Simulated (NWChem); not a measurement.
Spin states of HGe

```xyz
2

Ge     0.0000     0.0000     0.0486
H      0.0000     0.0000    -1.5556
```
Charge 0, spin multiplicity 2.

The numbers come from NWChem runs, not from measurements. The geometry was optimised at UPBE0/def2-SVP, a minimum by its harmonic frequencies.

Basis set: def2-TZVP. The gap is E(quartet) − E(doublet) at the geometry of the doublet, so a negative value puts the higher spin lower. Open shells are unrestricted, coupled cluster uses restricted open-shell references. The quartet is the single determinant that the SCF runs reached, with unpaired electrons in orbitals of symmetry a1 and b1 and b2 (C2v labels); it need not be the lowest quartet, which in molecules with degenerate π orbitals can need several determinants.

The cost column gives rough processor time relative to BLYP; each entry includes its own SCF.

The Hamiltonian is non-relativistic. The correlated methods keep 9 core orbitals frozen. B3LYP has NWChem's definition, with VWN1-RPA local correlation. This spin state was chosen for the runs; another may lie lower. The structure started from a generated list of species. The unpaired electrons of the parent sit in orbitals of symmetry b1 (C2v labels of the run); other states weren't searched. The stability of the SCF solutions was not checked. Open-shell Hartree-Fock references start from PBE0 orbitals; any time given for them includes that run. No row is a measurement; the coupled-cluster row has its own basis-set and correlation limits.

```csv
method,vertical doublet-quartet gap (kcal/mol),relative cost
BLYP,51.0,1
B3LYP,49.6,under 3
PBE,[?],under 3
HF,[?],under 3
B2PLYP,46.5,3
MP2,[?],3
CCSD(T),40.9,10
```

### Question
Fill in the missing entries.

### Answer

- PBE, vertical doublet-quartet gap (kcal/mol): 44.9
- HF, vertical doublet-quartet gap (kcal/mol): 28.5
- MP2, vertical doublet-quartet gap (kcal/mol): 38.6
